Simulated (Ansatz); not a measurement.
Consider the ligand exchange at the Al–O bond: `[SiH3][O][Al]([SH])[Br]` + H₂S → `[SH][Al]([SH])[Br]` + `O[SiH3]`.

Calculated with Ansatz (gas phase, PBE0-D4/def2-TZVP geometries, no zero-point term in ΔE). CCSD(T)/CBS adds triple-zeta CCSD(T) − MP2 to the extrapolated MP2 energy (def2 sets, frozen cores). This one scheme is used for every species. DFT in def2-TZVPP. For Br outer-core shells are correlated without core-valence functions, which leaves a few kJ/mol of doubt a bond. Scalar relativity is left out up to krypton. Each species was taken in one conformer, which may not be the lowest.

```csv
species,BLYP energy (Eh)
`[SiH3][O][Al]([SH])[Br]`,-3582.18649
H₂S,-399.39936
`[SH][Al]([SH])[Br]`,-3614.39035
`O[SiH3]`,-367.17676
```

Work out ΔE.

ΔE = (-3614.39035) + (-367.17676) − (-3582.18649) − (-399.39936) = 0.01874 Eh = +0.51 eV. CCSD(T)/CBS gives +0.49 eV.

Largest T1 diagnostic among the species: 0.011.

Leaving LDA and LC-ωPBE aside and taking each functional with its dispersion term where it has one, the values, not all of them listed here, spread over 0.24 eV, from revPBE-D4 to CAM-B3LYP-D4. At CCSD(T), def2-SVP lies +0.13 eV from the extrapolated value and def2-TZVPP +0.04 eV. From BLYP to BHLYP (50 % exact exchange), in def2-TZVPP and without D4, ΔE moves by +0.08 eV.
